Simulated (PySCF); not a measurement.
Worked example: chemical shift, span and skew from a shielding tensor

CH₇FO₂Si₂, SMILES F[SiH2][C@H](O)[SiH2]O. Atoms are numbered in the order given.

```xyz
13

O     -1.1311     1.7805     0.8045
Si    -1.4879     0.3099     0.1176
C     -0.0531    -0.9086     0.3959
O     -0.3456    -2.2147    -0.0904
Si     1.4829    -0.3241    -0.5172
F      1.5226     1.3040    -0.2660
H     -0.2736     2.1328     0.5334
H     -2.7036    -0.2266     0.7958
H     -1.7461     0.3954    -1.3535
H      0.1943    -0.9043     1.4792
H     -1.0859    -2.5716     0.4123
H      1.3590    -0.5519    -1.9804
H      2.7549    -0.8860     0.0129
```
Charge 0, spin multiplicity 1.

The structure is a stationary point at PBE0-D3(BJ)/def2-SVP. The structure was generated by enumeration; whether it is a known compound was not checked. The values are those of a single conformer.

GIAO shieldings from PBE0/pcSseg-1 (PySCF), non-relativistic, no solvent. The symmetric part of the tensor of C3 has the principal values 96.1, 109.3, 196.8 ppm. The same nucleus in TMS has σ = 186.3 ppm at this level (PySCF, at its B3LYP-D3(BJ)/def2-TZVP geometry).

Task: Work out the isotropic shielding, the ¹³C shift against TMS, the span and the skew.

Result: 
σ(iso) = (σ11 + σ22 + σ33)/3 = 134.1 ppm. δ = σ(ref) − σ(iso) = 186.3 − (134.1) = 52.2 ppm.
Span Ω = σ33 − σ11 = 100.7 ppm. Skew κ = 3(σ(iso) − σ22)/Ω = 0.74. Tumbling in solution averages the tensor to δ; in a static solid the shielding alone would spread this spin-1/2 line over Ω.
